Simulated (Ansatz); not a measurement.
`C[BH][AlH][OH]` + `BS` → `BSBC` + `[OH][AlH2]` at 700 K and 1 bar (cleavage of the B–Al bond).

Calculated with Ansatz (gas phase, PBE0-D4/def2-TZVP geometries, no zero-point term in ΔE). CCSD(T)/CBS is the MP2 limit (def2-TZVPP, def2-QZVPP) plus CCSD(T) − MP2 in def2-TZVPP, frozen cores. This one scheme is used for every species. Each species was taken in one conformer, which may not be the lowest.

```
         species  CCSD(T)/CBS energy (Eh)  H − E (kJ/mol)  S (J/(mol·K))
`C[BH][AlH][OH]`               -383.66926           256.4          456.9
            `BS`               -424.38198           115.9          297.3
          `BSBC`               -489.06011           259.2          429.4
    `[OH][AlH2]`               -319.03157           111.2          312.7
```

H − E and S are ideal-gas, rigid-rotor, harmonic terms from PBE0-D4/def2-TZVP, for one conformer and one mirror image of each species. 1 Eh = 2625.50 kJ/mol, R = 8.31446 J/(mol·K).

**Question.** By hand: ΔE, ΔH, ΔS and ΔG.

**Answer.** ΔE = (-489.06011) + (-319.03157) − (-383.66926) − (-424.38198) = -0.04044 Eh = -106.2 kJ/mol. Δ(H − E) = 259.2 + 111.2 − 256.4 − 115.9 = -1.9, so ΔH = -108.1 kJ/mol. ΔS = 429.4 + 312.7 − 456.9 − 297.3 = -12.1 J/(mol·K). ΔG = -108.1 − 700 × (-12.1)/1000 = -99.6 kJ/mol.

**Question.** By hand: the equilibrium constant, and the temperature at which ΔG would vanish if ΔH and ΔS stayed fixed.

**Answer.** log₁₀ K = −ΔG/(RT ln 10) = 7.4. ΔG = 0 at ΔH/ΔS = 8934 K, far beyond where these terms or the molecules hold.

The number of gas molecules stays the same, so ΔS is small and ΔH decides. A doubt of 5 kJ/mol in ΔE shifts log₁₀ K by 0.4 here. Other conformers and mirror images would add mixing entropy, several J/(mol·K) or more a flexible species. Modes under 60 cm⁻¹, often nearly free rotors, make the harmonic entropy too high. These are equilibria of isolated gas molecules and say nothing of rates. Largest T1 diagnostic: 0.015 (customary marks: 0.02 for closed shells, 0.045 for open ones).
